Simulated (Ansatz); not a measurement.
```yaml
crystal:
  periodic: [false, false, false]
  atoms:
    - {symbol: F, position_ang: [-0.057235, -1.950270, -0.286017]}
    - {symbol: C, position_ang: [0.758257, -0.918175, -0.456516]}
    - {symbol: F, position_ang: [1.760608, -0.960913, 0.362926]}
    - {symbol: F, position_ang: [1.277444, -1.104322, -1.716499]}
    - {symbol: C, position_ang: [-0.012157, 0.373814, -0.430998]}
    - {symbol: C, position_ang: [-0.721151, 0.626252, 0.813371]}
    - {symbol: F, position_ang: [-1.322452, 1.877367, 0.694218]}
    - {symbol: F, position_ang: [-1.625349, -0.217636, 1.209519]}
    - {symbol: F, position_ang: [0.183210, 0.832092, 1.832072]}
    - {symbol: H, position_ang: [-0.815447, 0.301585, -1.255877]}
    - {symbol: H, position_ang: [0.611352, 1.128401, -0.646838]}
basis:
  gaussian: {orbitals: def2-TZVPPP, point_charges: [{charge: 2.00, position_ang: [4.981, -0.256, 0.845]}]}
hamiltonian: {xc: {name: rPW86-PBE}, dispersion: d3bj}
output: {forces: true}
```

```sh
$ ansatz run in.yaml --threads 2 --pin off --events-out ev --progress --plain --max-ram 32768MiB --backend cpu
```

Q: How does Ansatz answer? (An estimate is asked.)

A: The calculation gave: The input was rejected before any iteration.
```
Error: <dir> can't be read: No such file or directory (os error 2)
```
